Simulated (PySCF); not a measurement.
Al(Cl)(F)(NHMe) (CH₄AlClFN), SMILES C[NH][Al]([F])[Cl]. Coordinates come from a PBE-D3(BJ)/def2-SVP optimisation. The structure was generated by enumeration; whether it is a known compound was not checked. One conformer was computed; it need not be the lowest.

Computed with PBE-D3(BJ)/def2-SVP (PySCF).

Harmonic wavenumbers (cm⁻¹): 99, 105, 158, 180, 239, 295, 499, 510, 733, 882, 1046, 1098, 1136, 1338, 1401, 1417, 1444, 2924, 2982, 3050, 3506. Rotational constants (GHz): 5.087, 1.724, 1.298; symmetry number 1.

**Question.** Work out the zero-point energy and the ideal-gas rigid-rotor harmonic-oscillator thermochemistry at 298.15 K and 1 atm.

**Answer.** ZPE = ½ Σ hcν = ½ × 25044 cm⁻¹ = 35.80 kcal/mol. H − E(el) = 40.88 kcal/mol. Entropy in cal/(mol K): translation 40.04, rotation 27.74, vibration 16.97, total 84.75. G − E(el) = 15.61 kcal/mol. Cp = 24.13 cal/(mol K). Modes under 150 cm⁻¹ make the vibrational entropy uncertain.
